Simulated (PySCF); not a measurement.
Computed shifts of a molecule C3H4F2Si, PBE/pcSseg-1 (PySCF), GIAO, gas phase, atoms alike by connectivity averaged where their shifts nearly agree, in ppm (number of nuclei): ¹³C: 129.7 (1), 89.3 (1), 82.5 (1). ¹⁹F: -123.6 (2). ²⁹Si: -59.2 (1). ¹H: 4.64 (3), 3.48 (1). References: ¹³C against TMS (σ = 182.0 ppm); ¹⁹F against CFCl3 (σ = 133.6 ppm); ²⁹Si against TMS (σ = 335.4 ppm); ¹H against TMS (σ = 31.49 ppm), references at their B3LYP-D3(BJ)/def2-TZVP geometries, non-relativistic. Coordinates come from a PBE-D3(BJ)/def2-SVP optimisation. One conformer was computed; it need not be the lowest.

Problem. Which structure fits?
(A) FC(F)C#C[SiH3]
(B) FC=C=C(F)[SiH3]
(C) C#C[SiH2]C(F)F
(D) C#CC(F)(F)[SiH3]

Solution. D, C#CC(F)(F)[SiH3]
